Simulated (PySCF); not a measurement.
**Stretching SiI**

Set-up: PySCF, scalar-relativistic core potentials, basis sets Si cc-pV(D+d)Z, I cc-pVDZ-PP with ECP28. Energies in eV from Si + I in their ground configurations at the same level. State: ²Π (doublet), unpaired electrons π ↑.

All columns are TPSSh. A positive dipole means Si(−)I(+).

```csv
R (Å),E (eV),μ (D),Mulliken charge on Si (basis-dependent),HOMO (eV),LUMO (eV),Mayer bond order,⟨S²⟩
2.121,-2.247,1.23,-0.09,-4.13,-3.08,1.55,0.76
2.219,-2.833,0.73,-0.02,-4.33,-3.26,1.49,0.76
2.318,-3.151,0.21,0.04,-4.53,-3.43,1.42,0.76
2.392,-3.264,-0.18,0.08,-4.67,-3.55,1.38,0.76
2.466,-3.299,-0.57,0.11,-4.81,-3.67,1.34,0.76
2.540,-3.275,-0.96,0.14,-4.94,-3.79,1.30,0.76
2.639,-3.177,-1.47,0.18,-5.11,-3.94,1.26,0.76
2.762,-2.985,-2.08,0.21,-5.30,-4.12,1.21,0.76
2.910,-2.696,-2.77,0.25,-5.51,-4.32,1.17,0.76
3.107,-2.275,-3.62,0.28,-5.74,-4.56,1.12,0.76
```

A fit through these points gives, at Re = 2.469 Å, μ = -0.59 D and dμ/dR = -5.26 D/Å; the reduced mass is 22.92 u.

Question: How strong is the fundamental in the double-harmonic approximation, I = 42.26·(dμ/dR)²/μred km/mol?

Answer: I = 42.26·(-5.26)²/22.92 = 51.0 km/mol at TPSSh.

These are scalar-relativistic numbers at best; spin–orbit coupling would shift them, the dissociation energy most. The state was picked by a PBE0 search and need not be the measured ground state.
